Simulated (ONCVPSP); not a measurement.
# Configuration tests for tungsten (ONCV)

| Property | Result |
| --- | --- |
| Element | tungsten (W) |
| Generator | ONCVPSP 4.0.1 |
| Type | optimised norm-conserving Vanderbilt (ONCV) |
| Functional | PBE |
| Relativity | scalar-relativistic |
| Frozen core | [Kr] 4d10 4f14 |
| Valence charge | 14 |
| Reference configuration | 5s2 5p6 5d5 6s1 |
| Partial waves | 5s+6s: rc 1.85 bohr, ncon 5, nbas 10, qcut 7.7 1/bohr, 3 projectors, debl 3 Ha; 5p: rc 1.65 bohr, ncon 4, nbas 8, qcut 9.3 1/bohr, 1 projector; 5d: rc 2.35 bohr, ncon 4, nbas 8, qcut 6.1 1/bohr, 2 projectors, debl 3.7 Ha |
| Local potential | polynomial inside 1.20 bohr (lpopt 5, dvloc0 0 Ha) |
| Core correction | Teter function, fcfact 1.75, rcfact 1.35 |

Energies are relative to the spin-unpolarised reference configuration 5s2 5p6 5d5 6s1; without spin polarisation the order of configurations can differ from experiment.

| valence configuration | charge | ΔE all-electron (eV) | error AE − PS (meV) |
| --- | --- | --- | --- |
| 5s2 5p6 5d4 6s2 | 0 | -1.539 | +3.5 |
| 5s2 5p6 5d4 6s1 | +1 | 7.345 | +0.8 |
| 5s2 5p6 5d4 6s0 | +2 | 23.025 | +1.0 |

(1) What are ΔE and the potential's error for 5s2 5p6 5d4.5 6s1.5?

Answers

(1) ΔE = -0.844 eV all-electron; the error (AE − PS) is +1.9 meV.
